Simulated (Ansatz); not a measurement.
`[Cl][Cu]` at its PBE0-D4/def2-TZVP geometry, where that method's forces vanish. Charge 0, multiplicity 1.

```tsv
atom	x (Å)	y (Å)	z (Å)
Cl1	-0.3963	-0.8232	0.4927
Cu2	0.3963	0.8232	-0.4927
```

Q: For each bond, give half the difference of the two atoms' forces along it (eV/Å; positive pushes the atoms apart) under PBE-D4, r2SCAN-D4, B3LYP-D4, ωB97M-V in def2-TZVPP. (Estimate.)

A: The calculation gave: 
| bond | length (Å) | PBE-D4 | r2SCAN-D4 | B3LYP-D4 | ωB97M-V |
| --- | --- | --- | --- | --- | --- |
| Cl1–Cu2 | 2.076 | -0.13 | -0.31 | 0.20 | 0.12 |

B3LYP here is the variant with VWN-RPA as its local correlation; programs differ in this.

All numbers were calculated with Ansatz.
